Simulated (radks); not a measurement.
Results of a calculation; reference values are marked as such.
Question: Ionisation of neutral nitrogen, [He] 2s2 2p3, to N+, [He] 2s2 2p2, under several functionals. Scalar-relativistic Kohn-Sham, spin-polarised, spherical densities, finite nucleus; open shells are filled with parallel spins first; a radial shooting solver on a logarithmic mesh with Libxc functionals. The NIST Atomic Spectra Database gives 14.534 eV (measured). Rank these functionals by the error of their Delta-SCF ionisation energy: exchange-only PBE; LDA (Slater exchange, Perdew-Zunger correlation); AM05; revPBE; BLYP; OLYP; PBEsol; RPBE; exchange-only B88; XLYP.

Answer: From best to worst: BLYP 14.729 eV (+0.194); XLYP 14.766 eV (+0.232); exchange-only B88 14.291 eV (-0.243); exchange-only PBE 14.277 eV (-0.258); OLYP 14.828 eV (+0.293); AM05 14.836 eV (+0.302); PBEsol 14.848 eV (+0.313); revPBE 14.865 eV (+0.330); RPBE 14.869 eV (+0.335); LDA (Slater exchange, Perdew-Zunger correlation) 14.935 eV (+0.401). Open shells are spherical and high-spin; term and fine-structure splittings are not resolved.
